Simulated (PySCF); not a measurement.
GeH5NTe, SMILES [Te]([GeH3])N. Geometry: PBE0-D3(BJ)/def2-SVP. The structure was generated by enumeration, and PubChem lists no compound with its InChIKey, so it may never have been made. The def2 effective core potentials stand for the cores of Te; spin–orbit coupling is left out. Other conformers were not sampled.

Give the equilibrium geometry at PBE0-D3(BJ)/def2-SVP (PySCF confirms it by a frequency run) as Cartesian coordinates in Å, and its point group. (Estimate from the structure and the level; the computed values follow.)

One answer among several that fit: point group Cs.
```xyz
8

Te     0.3614    -0.8892     0.0000
N     -1.6859    -1.2481     0.0000
H     -1.9098    -1.8094    -0.8213
H     -1.9098    -1.8094     0.8213
Ge    -0.0841     1.6318     0.0000
H      1.2786     2.3522     0.0000
H     -0.8814     2.0113     1.2589
H     -0.8814     2.0113    -1.2589
```
